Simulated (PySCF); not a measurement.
Si(F)(NHSiH3)2(Cl) (ClFH8N2Si3), SMILES F[Si](Cl)(N[SiH3])N[SiH3].

Geometry: PBE0-D3(BJ)/def2-SVP. The values are those of a single conformer.

The numbers are results of SMD-M06-2X/def2-SVP in PySCF, not measurements.

Solvation free energies are E(SMD) − E(gas) at the gas-phase geometry, for 1 M in both phases. In vacuum the dipole moment is 2.97 D.

```
solvent        ΔG(solv) (kcal/mol)  its non-electrostatic (CDS) part  dipole (D)
-------------  -------------------  --------------------------------  ----------
water                         -0.2                               5.5        3.94
cyclohexanone                 -4.2                               0.9        3.84
n-hexane                (withheld)                        (withheld)  (withheld)
```

Q: Some entries are withheld; supply them. (Estimate from the structure and the level; the computed values follow.)

A: 
- n-hexane, ΔG(solv) (kcal/mol): -2.7
- n-hexane, its non-electrostatic (CDS) part: -0.8
- n-hexane, dipole (D): 3.27
